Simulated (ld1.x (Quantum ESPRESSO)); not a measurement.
**What one change does to a pseudopotential (bismuth, TM)**

Bi (Z = 83), norm-conserving Troullier–Martins (Kleinman–Bylander form), made with ld1.x (Quantum ESPRESSO) 7.5 (PBE, scalar-relativistic). Core [Xe] 4f14 5d10, reference 6s2 6p3. Waves: 6s (bound): rc 1.65 bohr; 6p (bound): rc 2.60 bohr; 6d channel at 0.25 Ry: rc 2.40 bohr. Local part: all-electron potential smoothed inside 1.80 bohr (lloc = -2). Core correction: none.

Change: local potential all-electron potential smoothed inside 2.48 bohr (lloc = -2).

Cutoffs: the cutoffs (Ry, on a coarse ladder) from which the occupation-weighted sum of valence levels, in a spherical-Bessel basis at the reference potential, stays within 10 and 1 mRy of its value at 400 Ry; they do not see the model core or the augmentation charge, which bear on the density cutoff. Errors are all-electron minus pseudo energies relative to the spin-unpolarised reference configuration.

Question: How do hardness, ghosts and transferability respond?

Answer: The potential gets neither clearly harder nor softer (30 Ry and 70 Ry → 30 Ry and 80 Ry); a bound ghost appears in d, which as a rule spoils a file; of the 7 tests that both files solve, the error grows in 2 and shrinks in 4 by more than 15 % and 0.3 meV (median size 20.9 → 2.2 meV); the range in which the s phases agree widens (upper end 0.4 → 2.0). In the separable form a ghost depends on how the local part lies against the semilocal potential of the channel, so the choice of the local part can create or remove one.

| quantity | base | changed |
| --- | --- | --- |
| cutoff, loose | 30 Ry | 30 Ry |
| cutoff, tight | 70 Ry | 80 Ry |
| loose cutoff by channel (10 mRy a level) | s 25 Ry, p 6 Ry | s 25 Ry, p 8 Ry |
| bound ghosts | none | d |
| error for 6s2 6p2, meV [ΔE 7.91 eV] | +1.4 | -2.2 |
| error for 6s2 6p1, meV [ΔE 23.16 eV] | +21 | -1.0 |
| error for 6s2 6p0, meV [ΔE 46.50 eV] | +121 | +54 |
| error for 6s0 6p5, meV [ΔE 20.50 eV] | +77 | +74 |
| error for 6s1 6p3, meV [ΔE 18.73 eV] | +6.2 | -1.2 |
| error for 6s2 6p2.5, meV [ΔE 3.10 eV] | -0.4 | -1.1 |
| error for 6s1 6p0, meV [ΔE 91.91 eV] | +288 | +167 |
| s: phases at 2.86 bohr within 0.05 rad from the reference energy up to (Ry; the scan ends near 5) | 0.4 | 2.0 |
| p: phases at 2.86 bohr within 0.05 rad from the reference energy up to (Ry; the scan ends near 5) | 1.7 | 2.4 |
| d: phases at 2.86 bohr within 0.05 rad from the reference energy up to (Ry; the scan ends near 5) | 0.6 | 0.7 |

 A true bound ghost makes a file unfit for plane-wave use even where its test errors are small: the radial tests pick states by their node count and pass the ghost by.
